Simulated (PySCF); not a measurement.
**Excitation energy of Sc by level of theory**

Sc [Ar] 3d1 4s2 (2D) → Sc [Ar] 3d3 (4F), as a difference of total energies. Calculation: PySCF 2.14, in aug-cc-pVDZ-DK; the spin-free X2C one-electron Hamiltonian (Gaussian nucleus). Correlated levels: valence: [Ar] frozen. The calculations carry no spin-orbit coupling.

```csv
method,excitation energy (eV)
UHF,4.682
LDA,3.113
PBE,3.040
PBE0,3.393
wB97X,4.084
TPSS,3.080
B3LYP,3.541
B2PLYP,4.055
MP2 (valence),4.667
SCS-MP2 (valence),5.249
```
